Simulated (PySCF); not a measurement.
Static response to an electric field

Species: C4H7ClO2.
Cartesian coordinates in Å at the GFN2-xTB level; atoms count from 1:
```xyz
14
C4H7ClO2 angstrom
C     -2.413    0.277   -0.207
O     -1.177    0.510    0.421
C     -0.104   -0.136   -0.219
C      1.171    0.196    0.555
C      2.368   -0.448   -0.053
O      2.429   -1.144   -1.008
Cl     3.843   -0.056    0.849
H     -2.409    0.643   -1.241
H     -3.158    0.822    0.369
H     -2.661   -0.791   -0.212
H     -0.262   -1.225   -0.235
H     -0.012    0.206   -1.261
H      1.314    1.279    0.582
H      1.070   -0.133    1.592
```

Level: B3LYP/def2-SVPD (PySCF), static field, nuclei fixed, core orbitals frozen in the response. The polarisability tensor in these axes (au):

```
x   92.60 -0.79  7.75
y   -0.79 60.66  6.07
z    7.75  6.07 66.50
```

Problem. What are the eigenvalues, a third of the trace, and Δα (Δα² = ½Σ(αi − αj)² over the three pairs)?

Solution. Principal values 56.17, 68.85 and 94.75 au; mean 73.26 au = 10.86 Å³ = 12.08 × 10⁻⁴⁰ C²·m²/J; Δα = 34.06 au (46 % of the mean).

Problem. What is the dipole moment, and where does it point?

Solution. (-2.43, 0.61, 0.26) D, 2.53 D in size, pointing from the negative to the positive side. Measured along this direction, the outermost atoms are Cl7 at the negative end and H9 at the positive end.

Problem. Rayleigh depolarisation ratio (linearly polarised light, static tensor)?

Solution. ρ = 3Δα²/(45ᾱ² + 4Δα²) = 3480.4/(241488 + 4640.5) = 0.0141.

Problem. Find the Langevin capture rate constant for O2+ (31.990 u) meeting this molecule (122.013 u), k = 2.342 × 10⁻⁹ cm³/s × √(α in Å³ / reduced mass in u).

Solution. The reduced mass is 25.34 u, so k = 1.53 × 10⁻⁹ cm³/s. The formula leaves out the permanent dipole, which adds to the capture rate.

Problem. What would n − 1 = 2πNα be for an ideal gas of these molecules at 273.15 K and 1 atm, electronic part alone?

Solution. N = p/kT = 2.6868 × 10¹⁹ cm⁻³, so n − 1 = 2π × N × 10.86 × 10⁻²⁴ cm³ = 1833 × 10⁻⁶ at long wavelengths.

Problem. Give the eigenvalues of the traceless quadrupole moment Θ = ½Σq(3rr − r²1), origin at the centre of nuclear charge.

Solution. -9.52, 3.53, 5.98 D·Å. The values depend on the origin, since the dipole doesn't vanish. The electronic extent ⟨r²⟩ about the same centre is 1438 bohr², a root-mean-square distance of 2.51 Å for the 64 electrons.

One conformer (not necessarily the lowest) at the GFN2-xTB geometry, without solvent, vibrations or thermal averaging.
